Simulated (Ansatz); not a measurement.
`CC#C[S][GeH3]`. The species carries charge 0 and has multiplicity 1. Geometry: relaxed with PBE0-D4/def2-TZVP.

```xyz
11

C    -0.640    2.391   -0.651
C    -0.765    0.964   -0.435
C    -0.871   -0.224   -0.256
S    -1.078   -1.877   -0.027
Ge    0.974   -2.317    0.751
H    -1.369    2.947   -0.055
H     0.357    2.738   -0.366
H    -0.794    2.648   -1.702
H     2.001   -1.936   -0.323
H     1.199   -1.508    2.034
H     0.986   -3.826    1.029
```

(1) What is the dipole moment at PBE/def2-TZVPP? (Best estimate.)

(2) And with r2SCAN, B3LYP, ωB97M-V? (An estimate is asked.)

(3) Give the Mulliken charges with PBE, r2SCAN, ωB97M-V in def2-TZVPP. (Estimate.)

Answers

(1) Ansatz gave: 1.56 D, with components (1.26, 0.87, 0.27) D in this frame, pointing from negative to positive charge.

(2) The calculation gave: r2SCAN 1.65 D, B3LYP 1.58 D, ωB97M-V 1.64 D.

(3) The calculation gave: 
```
atom    PBE  r2SCAN  ωB97M-V
  C1  -0.30   -0.23    -0.33
  C2  -0.08   -0.13    -0.04
  C3   0.03    0.12    -0.07
  S4  -0.16   -0.17    -0.12
 Ge5   0.15    0.19     0.09
  H6   0.12    0.08     0.13
  H7   0.11    0.07     0.12
  H8   0.12    0.08     0.13
  H9   0.01    0.00     0.03
 H10   0.01    0.00     0.03
 H11   0.00    0.00     0.03
```

B3LYP here is the variant with VWN-RPA as its local correlation; programs differ in this.
